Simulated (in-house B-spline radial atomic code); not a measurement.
A run on Ti that did not converge. Method: non-relativistic BP86, spin-polarised, spherical fractional occupations, point nucleus; computed with an all-electron radial atomic-structure program (B-spline basis).

Command:
```bash
python run_scf.py task.json out
```
Settings:
```
Z                22
configuration    [Ar] 3d1.875 4s2 4d0.125
hamiltonian      nr
method           b88,p86
spin_polarised   True
```

First and last ten iterations of the last attempt (damped for 15 steps, keeping 80 % of the old Fock matrix, then DIIS):
```
 iter        energy (Eh)    residual
    1        -845.466240    3.01e-01
    2        -846.995250    2.39e-01
    3        -848.174177    1.65e-01
    4        -848.809820    1.09e-01
    5        -849.135030    6.81e-02
    6        -849.292678    4.07e-02
    7        -849.365147    2.50e-02
    8        -849.396915    1.77e-02
    9        -849.410374    1.30e-02
   10        -849.416007    9.62e-03
  111        -849.420806    6.16e-06
  112        -849.420805    6.17e-06
  113        -849.420806    5.89e-06
  114        -849.420807    7.96e-06
  115        -849.420807    1.34e-05
  116        -849.420801    2.84e-05
  117        -849.420803    2.03e-05
  118        -849.420802    1.95e-05
  119        -849.420802    2.43e-05
  120        -849.420802    2.51e-05
 not converged after 120 iterations
```

The smallest residual met was 3.4e-06; the threshold is about 2e-07. Over the last five steps the energy moves by less than 3e-06 hartree, but the orbitals didn't meet the threshold. Cost of the run: 3.2 s on 1 thread of Arm Neoverse V1, with other jobs on the host.
